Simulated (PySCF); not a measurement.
## What the settings do

Molecule: SMILES NC(=O)C(F)(F)F, C2H2F3NO; geometry GFN2-xTB.

Bonds (- single, = double, # triple, : aromatic): N1-C2 1.341 Å, C2=O3 1.199 Å, C2-C4 1.561 Å, C4-F5 1.324 Å, C4-F6 1.345 Å, C4-F7 1.347 Å. N1 carries H8, H9. H8 is cis to the C=O or C=S heteroatom; H9 is trans to the C=O or C=S heteroatom.

All runs: PySCF 2.14.0 with density-fitted response routines, non-relativistic, gas phase unless a solvent (IEF-PCM) is named; grid level 2, GIAOs and SCF threshold 1e-9 unless changed. The yardstick, PBE0/pcSseg-1, gives these isotropic shieldings σ (ppm, equivalent atoms averaged): N1 156.6, C2 27.6, C4 61.0, O3 -73.7, F5/F6/F7 261.2, H9 26.35, H8 26.93.

(1) What do these inputs give? (1) solvent chloroform; BP86/pcJ-1; (2) PBE0/IGLO-II; max_cycle 88; charge -1; altered: charge -1; (3) X3LYP/def2-SVPD; grid level 1; (4) TPSS/pcSseg-1; aux sto-3g; max_cycle 91; charge 2; altered: charge 2

(2) Comment on the technical settings and failures.

Results:

(1) 
| run | outcome | functions | wall time | N1 | C2 | C4 | O3 | F5/F6/F7 | H9 | H8 |
| --- | --- | --- | --- | --- | --- | --- | --- | --- | --- | --- |
| 1 | converged | 209 | 13 s | 144.1 | 23.6 | 49.3 | -38.1 | 247.7 | 25.85 | 26.56 |
| 2 | refused | – | 0.02 s | – | – | – | – | – | – | – |
| 3 | converged | 168 | 19 s | 170.5 | 38.7 | 69.5 | -37.4 | 274.5 | 26.49 | 27.02 |
| 4 | refused | – | 95 s | – | – | – | – | – | – | – |

Times are on shared hosts with different chips, so compare them loosely.

(2) 
- Run 2: The program stopped with: RuntimeError: Electron number 57 and spin 0 are not consistent
Note mol.spin = 2S = Nalpha - Nbeta, not 2S+1 Charge -1 and multiplicity 1 describe another species than the intended molecule, on its geometry.
- Run 3: The functional and orbital basis differ from the yardstick's, which in itself moves the values. Grid level 1 is coarse; it adds numerical noise and can break the equality of equivalent atoms.
- Run 4: The program stopped with: NotImplementedError: meta-GGA GIAO Charge 2 and multiplicity 1 describe another species than the intended molecule, on its geometry.

Runs 2, 4 were set up unsoundly or failed; their numbers aren't to be quoted as properties of the molecule.
